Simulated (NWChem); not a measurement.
CdH₂SeS; SMILES [SH][Cd][SeH]

```xyz
5

Cd    -0.3745     0.3432    -0.0239
S     -0.6918     2.6319    -0.4559
H      0.1754     3.0169     0.5079
Se    -0.0585    -2.0514     0.4253
H      1.0401    -2.1251    -0.5522
```
Atoms are numbered in this order, from 1.

Level: PBE0/def2-SVP with def2 effective core potentials on Cd (NWChem), optimised geometry, unscaled harmonic frequencies. This build's default masses of Se (78.918 u) and Br (79.917 u) are each other's, which moves their modes by up to 0.6 %. def2 effective core potentials on Cd; no spin-orbit coupling.

Problem. List the harmonic frequencies with IR intensities, and the thermochemistry.

Solution. 
```
frequency (cm⁻¹)  IR intensity (km/mol)
----------------  ---------------------
74                                  5.5
75                                  5.2
146                                12.5
227                                 2.0
369                                33.0
575                                 0.4
635                                 4.6
2446                                9.9
2705                                1.3
```

The zero-point energy is 10.4 kcal/mol and the thermal correction to the enthalpy at 298.15 K (with zero-point energy) is 14.9 kcal/mol. The heat capacity Cv comes out as 17.2 cal/(mol K) and the entropy at 298.15 K and 1 atm (symmetry number 1) comes out as 82.5 cal/(mol K).

Rigid rotor and harmonic oscillator; modes under 100 cm⁻¹ make the entropy uncertain.
